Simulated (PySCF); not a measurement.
## Electronic structure of Li (lithium, neutral) at the UHF level

Configuration: [He] 2s1, 2S determinant. Computed with PySCF 2.14 in def2-TZVP (5s3p, 14 functions), with the non-relativistic Hamiltonian (point nucleus).

```
Total energy                                     : -7.432675 hartree
One-electron energy                              : -9.7135 hartree
Hartree (Coulomb) energy                         : 4.0622 hartree
Exchange energy                                  : -1.7813 hartree
Kinetic energy                                   : 7.43266 hartree
⟨S²⟩                                             : 0.7500
⟨L²⟩                                             : 0.000
Sum of ⟨r⟩                                       : 5.017 bohr
Sum of ⟨r²⟩                                      : 18.58 bohr²
Density at the nucleus (Gaussians lack the cusp) : 13.5 bohr⁻³
Spin density at the nucleus                      : 0.226 bohr⁻³
Langevin diamagnetic susceptibility              : -14.7 ×10⁻⁶ cm³/mol
Time after the integrals                         : 0.05 s of wall time on 1 thread of Neoverse-N1 (shared host)
```

```tsv
shell	electrons	mean orbital energy (eV)	rms radius, mean of both spins (bohr)
1s α	1	-67.666	0.668
1s β	1	-67.179	0.668
2s α	1	-5.343	4.21
```
